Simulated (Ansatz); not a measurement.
This geometry of C3H10OSi2 (16 atoms, charge 0, multiplicity 1) is a first-order saddle point.

Computed with RKS PBE0-D4/def2-SVP in Ansatz.

```xyz
16
Properties=species:S:1:pos:R:3
C -1.743 -0.817 0.277
C -0.501 -0.332 0.405
C 0.697 -1.149 0.760
Si 2.053 -1.077 -0.569
O -0.153 0.966 0.197
Si -1.001 2.347 -0.238
H -2.587 -0.188 -0.010
H -1.936 -1.873 0.465
H 0.412 -2.197 0.932
H 1.143 -0.765 1.695
H 2.752 0.241 -0.573
H 3.062 -2.145 -0.285
H 1.458 -1.322 -1.918
H -0.403 2.862 -1.501
H -0.824 3.349 0.849
H -2.453 2.077 -0.441
```

(1) Which two structures does it join? (They come from a converged band through this point; their orientation in space is the band's.)

(2) How far does it lie above each of them?

## Answers

(1) No bond is made or broken. The dihedral C2–O5–Si6–H16 goes from 61 to -60°. The two ends are copies of one structure, up to a mirror image or an exchange of like atoms.

Image 0:

```xyz
16
Properties=species:S:1:pos:R:3
C -1.640 -0.813 -0.394
C -0.526 -0.363 0.201
C 0.551 -1.227 0.766
Si 2.238 -0.913 -0.048
O -0.220 0.954 0.334
Si -1.132 2.264 -0.200
H -2.387 -0.139 -0.820
H -1.828 -1.884 -0.470
H 0.289 -2.290 0.661
H 0.667 -1.015 1.843
H 2.816 0.397 0.371
H 3.182 -1.999 0.364
H 2.095 -0.936 -1.536
H -1.309 2.208 -1.681
H -0.347 3.462 0.194
H -2.471 2.271 0.460
```

Image 6:

```xyz
16
Properties=species:S:1:pos:R:3
C -1.727 -0.626 0.380
C -0.444 -0.243 0.445
C 0.702 -1.141 0.775
Si 1.992 -1.220 -0.615
O -0.017 1.020 0.181
Si -0.961 2.331 -0.287
H -2.529 0.065 0.107
H -2.004 -1.655 0.604
H 0.344 -2.156 0.998
H 1.219 -0.763 1.675
H 2.760 0.054 -0.725
H 2.954 -2.327 -0.319
H 1.318 -1.503 -1.919
H -0.001 3.452 -0.457
H -1.965 2.654 0.769
H -1.665 2.035 -1.569
```

(2) 2.2 kcal/mol above the first and 2.2 kcal/mol above the second. This is the barrier of this one path; another mechanism may lie lower.

Time of the run: 56 s on 2 threads of AMD EPYC 9R45 96-Core Processor (Zen 5) (shared host), peak memory 0.44 GiB.
